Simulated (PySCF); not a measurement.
CH7O2PSi2.
Atom-mapped SMILES: `[O:1]=[C:2]([OH:3])[Si@H:4]([SiH3:5])[PH2:6]` (hydrogens: H7 on O3; H8 on Si4; H9, H10, H11 on Si5; H12, H13 on P6)

Method: PySCF 2.14.0, PBE0-D3(BJ)/def2-SVP geometry optimisation, gas phase; density fitting, grid level 1; the optimiser is geomeTRIC in internal coordinates, started from a GFN2-xTB structure with every atom displaced at random (about 0.01 Å).

Step 0: E = -30261.8710 eV
```
atom  x, y, z in Å  |  force x, y, z in eV/Å
O1      1.8789   -1.6708    0.9687   -0.863   1.834  -1.101
C2      1.4899   -0.7121    0.2992    1.533  -2.501   0.961
O3      2.1776   -0.2562   -0.7542    1.113  -0.354  -0.407
Si4    -0.0865    0.3091    0.5118   -0.537   0.031   0.002
Si5    -1.9741   -1.0211   -0.0017    0.222   0.415   0.697
P6      0.2890    1.9210   -0.9936   -0.361  -0.197  -0.912
H7      3.0207   -0.7707   -0.8893   -1.020   0.367   0.388
H8     -0.0695    0.7633    1.9155   -0.147   0.053   0.356
H9     -3.1920   -0.1949    0.0126   -0.313   0.374  -0.029
H10    -1.8655   -1.6541   -1.2961    0.211  -0.337  -0.905
H11    -2.1776   -2.0754    1.0070    0.093  -0.270   0.333
H12     1.2566    2.5719   -0.2262    0.531   0.246   0.424
H13    -0.7416    2.7731   -0.5641   -0.463   0.339   0.193
```

Q: Estimate the geometry and energy of step 1. (The exact step hangs on the optimiser's Hessian estimate; all steps are aligned on step 0, rigid shifts and turns removed.)

A: E = -30262.0746 eV, largest force 0.591 eV/Å
```
atom  x, y, z in Å  |  force x, y, z in eV/Å
O1      1.7836   -1.6742    0.9773   -0.075   0.234  -0.135
C2      1.5016   -0.7383    0.2695    0.263  -0.519   0.103
O3      2.2551   -0.3683   -0.7763    0.163  -0.018  -0.030
Si4    -0.0690    0.3452    0.4915   -0.038   0.001  -0.126
Si5    -1.9319   -1.0070   -0.0078    0.048   0.170   0.344
P6      0.1983    2.0074   -1.0073   -0.166  -0.020  -0.344
H7      3.0281   -0.9640   -0.8222   -0.188   0.050   0.074
H8     -0.0344    0.7878    1.9100   -0.110  -0.007   0.148
H9     -3.1695   -0.1858    0.0295   -0.123   0.161  -0.038
H10    -1.8024   -1.6247   -1.3406    0.111  -0.086  -0.338
H11    -2.0830   -2.0804    1.0078    0.073  -0.114   0.124
H12     1.1874    2.6683   -0.2364    0.182   0.078   0.131
H13    -0.8581    2.8172   -0.5054   -0.140   0.070   0.086
```

The energy changes by -0.2036 eV. The first-order estimate −F·Δx gives -0.3415 eV and the mean of the old and new forces, exact on a quadratic surface, -0.2150 eV. The step makes an angle of 79° with the force vector and moves no atom by more than 0.205 Å.

What follows is the cost of the whole optimisation. On an Arm Neoverse V1 with one thread, shared host, this took 96 s and 0.52 GiB of memory at its peak.
